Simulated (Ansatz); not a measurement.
Consider the atomization: `C[S][AlH][OH]` → Al• + C• + 5 H• + O• + S•.

Computed with Ansatz on PBE0-D4/def2-TZVP structures; ΔE is electronic, products minus reactants. CCSD(T)/CBS adds triple-zeta CCSD(T) − MP2 to the extrapolated MP2 energy (def2 sets, frozen cores). This one scheme is used for every species, atoms too. DFT in def2-TZVPP. B3LYP here is the variant with VWN-RPA as its local correlation; programs differ in this. HSE06 is defined as in plane-wave codes. Open shells (•) are unrestricted, without spin–orbit coupling. Spin–orbit coupling would lower the free atoms: a little for Al, C, O, S. One conformer a species, not always the lowest.

`C[S][AlH][OH]`:

Cartesian coordinates in Å:
```
C -1.678 0.432 0.389
S -0.078 0.130 1.211
Al 1.163 -0.322 -0.514
O 2.803 -0.692 -0.330
H -1.604 0.328 -0.693
H -2.407 -0.284 0.766
H -2.007 1.443 0.627
H 0.541 -0.310 -1.960
H 3.267 -0.724 0.504
```

```tsv
level	ΔE (kJ/mol)	difference from CCSD(T)/CBS
LDA (SPW92)	3566.1	404.3
PBE-D4	3179.5	17.7
BLYP-D4	3126.2	-35.6
r2SCAN-D4	3161.4	-0.4
B97M-V	3174.2	12.4
PBE0-D4	3129.2	-32.6
B3LYP-D4	3134.6	-27.2
r2SCANh-D4	3140.7	-21.1
r2SCAN0-D4	3110.8	-51.0
HSE06-D4	3131.3	-30.5
BHLYP-D4	3051.0	-110.8
CAM-B3LYP-D4	3148.6	-13.2
ωB97X-V	3158.5	-3.3
ωB97M-V	3161.9	0.1
B2PLYP	3108.9	-52.9
PBE-QIDH	3118.5	-43.3
PBE	3162.8	1.0
revPBE	3058.7	-103.1
BLYP	3089.9	-71.9
r2SCAN	3157.5	-4.3
PBE0	3115.2	-46.6
B3LYP	3107.6	-54.2
r2SCANh	3136.4	-25.4
r2SCAN0	3106.1	-55.7
HSE06	3118.1	-43.7
BHLYP	3029.1	-132.7
CAM-B3LYP	3134.2	-27.6
LC-ωPBE	3123.5	-38.3
MP2/def2-SVP	2980.6	-181.2
CCSD/def2-SVP	2916.4	-245.4
CCSD(T)/def2-SVP	2944.8	-217.0
HF/def2-TZVPP	2298.7	-863.1
MP2/def2-TZVPP	3122.6	-39.2
SCS-MP2/def2-TZVPP	3108.1	-53.7
HF/def2-QZVPP	2303.7	-858.1
MP2/def2-QZVPP	3176.8	15.0
SCS-MP2/def2-QZVPP	3168.4	6.6
HF/CBS(def2)	2304.5	-857.3
MP2/CBS(def2)	3214.1	52.3
CCSD/CBS(def2)	3116.4	-45.4
CCSD(T)/CBS	3161.8	0
```

Largest T1 diagnostic among the species: 0.018.

At CCSD(T), def2-SVP lies −217.0 kJ/mol from the extrapolated value and def2-TZVPP −91.5 kJ/mol: correlation converges slowly with the basis, and small sets miss more of it in the bonded molecule than in its fragments. From PBE to PBE0 (25 % exact exchange), in def2-TZVPP and without D4, ΔE moves by −47.7 kJ/mol: exact exchange takes away binding that semilocal exchange gives to molecules. The D4 term adds +27.0 kJ/mol with B3LYP and +14.1 kJ/mol with PBE0; it sums over pairs of atoms, weighted by their polarisabilities, and B3LYP, whose exchange is more repulsive, gets the larger term.

For atomizations the MP2-based limit and the directly extrapolated one differ by several kJ/mol either way, and by 10 to 25 for some Ge, Se and Sn compounds, so smaller differences from it don't rank the levels.
